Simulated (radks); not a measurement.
Values are calculated unless marked as measured or tabulated.
The technetium ion Tc42+, 1 electrons, occupied as 1s1 (the NIST ground configuration). Level of theory: Dirac Kohn-Sham, PBEsol, spin-unpolarised, spherical densities, finite nucleus; Fermi nuclear charge, rms radius 4.4112 fm (a radial shooting solver on a logarithmic mesh with Libxc functionals).

Unscreened Slater integrals over Kohn-Sham orbitals (cm^-1). Large and small components are both included. Empty in this configuration: 2s1/2.

| integral | value |
|---|---|
| F0(1s1/2,1s1/2) | 6112900 |
| F0(1s1/2,2s1/2) | 2061500 |
| G0(1s1/2,2s1/2) | 226040 |
| F0(2s1/2,2s1/2) | 1462300 |
